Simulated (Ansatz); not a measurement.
PBE exchange is replaced step by step with exact exchange (0 % is PBE, 25 % PBE0; no dispersion term), basis def2-TZVP, Ansatz. System: Cd₂Te⁺ (the lowest doublet isomer of a short search). Total charge 1; doublet. Geometry: PBE-D4/def2-TZVP, each spin state at its own.

Geometry of the doublet:

```
atom   x (Å)   y (Å)   z (Å)
 Cd1  -2.118  -1.133  -0.396
 Cd2   2.182   0.957  -0.498
 Te3  -0.064   0.176   0.894
```

In the def2 sets Cd, Te take a core potential; there is no spin–orbit coupling. Another isomer (doublet) lies 0.09 eV lower at PBE0-D4/def2-TZVP.

HOMO and LUMO are taken over both spins.

```json
{"exact exchange (%)": "0", "HOMO (eV)": "-9.61", "LUMO (eV)": "-9.05", "gap (eV)": "0.56", "⟨S²⟩": "0.752", "quartet − doublet (kJ/mol)": "57.0"}
{"exact exchange (%)": "5", "HOMO (eV)": "-9.72", "LUMO (eV)": "-8.89", "gap (eV)": "0.83", "⟨S²⟩": "0.753", "quartet − doublet (kJ/mol)": "54.3"}
{"exact exchange (%)": "10", "HOMO (eV)": "-9.83", "LUMO (eV)": "-8.78", "gap (eV)": "1.05", "⟨S²⟩": "0.754", "quartet − doublet (kJ/mol)": "51.4"}
{"exact exchange (%)": "15", "HOMO (eV)": "-9.93", "LUMO (eV)": "-8.67", "gap (eV)": "1.26", "⟨S²⟩": "0.756", "quartet − doublet (kJ/mol)": "48.6"}
{"exact exchange (%)": "25", "HOMO (eV)": "-10.13", "LUMO (eV)": "-8.44", "gap (eV)": "1.69", "⟨S²⟩": "0.760", "quartet − doublet (kJ/mol)": "42.8"}
{"exact exchange (%)": "50", "HOMO (eV)": "-10.65", "LUMO (eV)": "-7.87", "gap (eV)": "2.78", "⟨S²⟩": "0.782", "quartet − doublet (kJ/mol)": "28.0"}
```

Task: Fit a straight line to the column «quartet − doublet (kJ/mol)» against the share of exact exchange and predict its value at 35 %.

Result: With x = exact exchange (%) and y = quartet − doublet (kJ/mol): mean x = 17.5, mean y = 47.02; Σ(x − x̄)(y − ȳ) = -952.2, Σ(x − x̄)² = 1638; slope b = -0.5813, intercept a = ȳ − b·x̄ = 57.19. The residuals of the fitted rows reach 0.2. At x = 35 the line gives 57.19 + (-0.5813 × 35) = 36.8; the run gave 36.9, 0.1 more than the line.
